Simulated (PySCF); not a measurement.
A series of related compounds: `CO/C=P/C1CC1`, C5H9OP; `P(/C(=C)C)=C\OC`, C5H9OP; SMILES C(/OC)=P/CN(C)C, C5H12NOP.

Theory: coordinates at the PBE0-D3(BJ)/def2-SVP level, B97-2/pcSseg-1 with gauge-including orbitals, in PySCF (no relativistic terms, averaged over atoms made equivalent by symmetry, fast rotation or ring inversion, no solvent, single conformer).

References, each an isolated molecule treated in the same way: H3PO4 for ³¹P (σref 316.18); ¹⁷O (σref 331.62) against H2O.

Task: How does the ³¹P shift change along the series?

Result: 
| compound | change | δ (ppm) | HOMO–LUMO gap (eV) |
| --- | --- | --- | --- |
| CO/C=P/C1CC1 | base | 145.6 | 5.03 |
| C=C(C)/P=C/OC | cPr replaced by isopropenyl | 152.9 | 4.53 |
| CO/C=P\CN(C)C | cPr replaced by CH2NMe2 | 127.7 | 4.81 |

Task: How does the ¹⁷O shift change along the series?

Result: 
```csv
compound,change,δ (ppm),HOMO–LUMO gap (eV)
CO/C=P/C1CC1,base,185.4,5.03
C=C(C)/P=C/OC,cPr replaced by isopropenyl,141.7,4.53
CO/C=P\CN(C)C,cPr replaced by CH2NMe2,153.1,4.81
```
